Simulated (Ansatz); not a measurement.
CH6BNSi (`B1CN[SiH2]1`) at its PBE0-D4/def2-TZVP geometry, where that method's forces vanish. Total charge 0; spin multiplicity 1.

```xyz
10

B    -0.4450    1.1199    0.3959
C    -0.5081    0.3096   -0.9583
N     0.2619   -0.8669   -0.5403
Si    0.6280   -0.4443    1.0939
H    -0.9131    2.1850    0.6492
H    -1.5465    0.0908   -1.2600
H    -0.0626    0.8711   -1.7970
H     0.4378   -1.6335   -1.1652
H     2.0775   -0.2891    1.4297
H     0.0701   -1.3427    2.1521
```

(1) What forces (eV/Å) does B3LYP-D4/def2-TZVPP give on these atoms in the Gaussian-basis code of Ansatz? (Estimate.)

Answers

(1) Computed: 
```
B1  -0.063  0.167  0.068
C2  -0.195  0.249 -0.178
N3   0.122 -0.244 -0.018
Si4  0.107 -0.054  0.220
H5   0.052 -0.120 -0.031
H6   0.047  0.007 -0.006
H7  -0.028 -0.032  0.022
H8   0.005 -0.014 -0.006
H9  -0.083 -0.011 -0.015
H10  0.036  0.051 -0.057
```

B3LYP here is the variant with VWN-RPA as its local correlation; programs differ in this.
